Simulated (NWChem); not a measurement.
C5H3NS; SMILES C#Cc1cscn1

Computed with NWChem. Coordinates come from a PBE0/def2-SVP optimisation.

For level PBE/def2-TZVP:

```yaml
highest occupied level (eV): -5.98
orbital gap (eV): 3.84
dipole (D): 1.75
```

How do the values read with level B3LYP/def2-TZVP instead?


| Quantity | Result |
|---|---|
| highest occupied level (eV) | -6.75 |
| orbital gap (eV) | 5.28 |
| dipole (D) | 1.85 |
